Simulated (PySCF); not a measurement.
Computed shifts of a molecule C₂H₉NSi₂, PySCF with B3LYP/pcSseg-1, GIAO, gas phase, atoms alike by connectivity averaged where their shifts nearly agree, in ppm (number of nuclei): ²⁹Si: -22.7 (1), -53.1 (1). ¹⁵N: 27.8 (1). ¹³C: 45.3 (2). ¹H: 5.25 (2), 4.70 (3), 3.59 (2), 3.37 (2). References: ²⁹Si against TMS (σ = 338.7 ppm); ¹⁵N against NH3 (σ = 265.5 ppm); ¹³C against TMS (σ = 181.3 ppm); ¹H against TMS (σ = 31.68 ppm), references at their B3LYP-D3(BJ)/def2-TZVP geometries, non-relativistic. Geometry: B3LYP-D3(BJ)/def2-SVP. Other conformers were not sampled.

Which molecule gave these data?
A) [SiH3]/C=N\C[SiH3]
B) N[SiH]1C[SiH2]C1
C) [SiH3]N1C[SiH2]C1
D) C/N=C/[SiH2][SiH3]

C, [SiH3]N1C[SiH2]C1
